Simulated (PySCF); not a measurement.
How methods differ on the ionisation energy of Sb⁴⁸⁺

Sb⁴⁸⁺ [He] 2s1 (2S) → Sb⁴⁹⁺ 1s2 (1S), as a difference of total energies. Computed with PySCF 2.14 in an even-tempered Gaussian basis (19 s from 24 bohr⁻², ratio 2.2; 8 p from 36 bohr⁻², ratio 2.4; 5 d from 110 bohr⁻², ratio 2.4; 5 f from 160 bohr⁻², ratio 2.4; 4 g from 240 bohr⁻², ratio 2.4), with scalar relativity by spin-free X2C-1e. Correlated levels: nothing frozen; virtual orbitals above 40 to 60 times the deepest correlated orbital energy dropped. The calculations carry no spin-orbit coupling.

```tsv
method	ionisation energy (eV)
UHF	8676.7
LDA	8669.4
PBE	8681.3
PBE0	8680.2
r2SCAN	8673.8
BP86	8681.0
B3LYP	8680.0
MP2 (all electrons)	8676.9
SCS-MP2 (all electrons)	8676.8
```

For this ion Breit and QED terms and the two-electron picture change, all absent here, outweigh the differences among the correlated methods.

For comparison: 8669.5 eV (theoretical estimate listed by NIST; NIST Atomic Spectra Database, ionization energies).
